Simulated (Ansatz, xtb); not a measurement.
# C4HClN2S: which of two isomers lies lower

Structure X: `N#Cc1scnc1Cl`, a singlet. Structure Y: `N#Cc1csc(Cl)n1`, a singlet. Both are isolated molecules in the gas phase, relaxed with PBE0-D3(BJ)/def2-SVP.

Energies in hartree; the thermal terms are from GFN2-xTB frequencies at re-optimised GFN2-xTB minima (ideal gas, soft modes damped towards free rotors, one conformer each, 298.15 K, 1 atm) and include the zero-point energy:

|  | X | Y |
| --- | --- | --- |
| E, CCSD(T)/def2-SVP | −1118.628919 | −1118.627183 |
| E, MP2/def2-SVP | −1118.553491 | −1118.551726 |
| E, MP2/def2-TZVPP | −1119.420630 | −1119.419555 |
| zero-point energy | 0.042977 | 0.042870 |
| H(298 K) − E | 0.050975 | 0.050868 |
| G(298 K) − E | 0.010439 | 0.010350 |

Question: Correct the CCSD(T) difference for the basis set by the MP2 change, then work out ΔE, ΔE₀, ΔH and ΔG for X → Y in kcal/mol (1 Eh = 627.51 kcal/mol) and the equilibrium ratio [Y]/[X].

Answer: 1. Differences Y − X: CCSD(T) +0.001736, MP2 in the small set +0.001765, MP2 in the large set +0.001075 Eh.
2. ΔE = +0.001736 + (+0.001075 − (+0.001765)) = +0.001046 Eh = +0.66 kcal/mol.
3. ΔE₀ = ΔE + ΔZPE = +0.001046 + (−0.000107) Eh = +0.59 kcal/mol.
4. ΔH = ΔE + (−0.000107) Eh = +0.59 kcal/mol.
5. ΔG = ΔE + (−0.000089) Eh = +0.60 kcal/mol, so ΔS = (ΔH − ΔG)/T = −0.2 J/(mol K).
6. kT = 0.9442 mEh, so K = [Y]/[X] = exp(−ΔG/kT) = exp(−1.01) ≈ 0.36.

The two are too close for this level to say which is favoured. An error of 1 kcal/mol in ΔG would change K by a factor of 5.4. Mirror images and further conformers aren't counted.

As drawn, both hold the same kinds of bond in the same numbers.

Other levels gave ΔE = +2.0 (GFN2-xTB); +0.2 (HF/STO-3G, GFN2-xTB geometries); +1.7 (r2SCAN-D4/def2-SVP, GFN2-xTB geometries); +1.4 (PBE0-D3(BJ)/def2-SVP); +0.3 (HF/def2-SVP); +1.1 (MP2/def2-SVP); +1.1 (CCSD(T)/def2-SVP) kcal/mol. The correlated steps freeze 16 core orbitals. Programs: Ansatz 0.2.0, xtb 6.7.1.
